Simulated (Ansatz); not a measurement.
Basis-set extrapolation for CH₆BFSSi (`C[SiH](F)BS`) (PBE0-D4/def2-TZVP geometry, frozen core, Ansatz). Multiplicity 1, RHF reference.

```
                      def2-TZVPP   def2-QZVPP
                 HF  -852.134726  -852.162814
    MP2 correlation    -0.824406    -0.891455
CCSD(T) correlation    -0.912992      not run
```

Energies in hartree. Use E(X) = E(∞) + A·exp(−7.88·√X) for Hartree–Fock and E(X) = E(∞) + B·X^(−2.97) for correlation, with X = 3 and 4, and add CCSD(T) minus MP2 of the smaller set to the MP2 limit.

What is the CCSD(T) energy at the basis-set limit?

HF limit: -852.162814 + (-0.028088) × 0.13774 = -852.16668. MP2 limit: -0.891455 + (-0.067049) × 0.74074 = -0.94112. Higher-order term: -0.912992 − (-0.824406) = -0.08859. Total: -853.19639 hartree, 390.3 kJ/mol below CCSD(T)/def2-TZVPP.
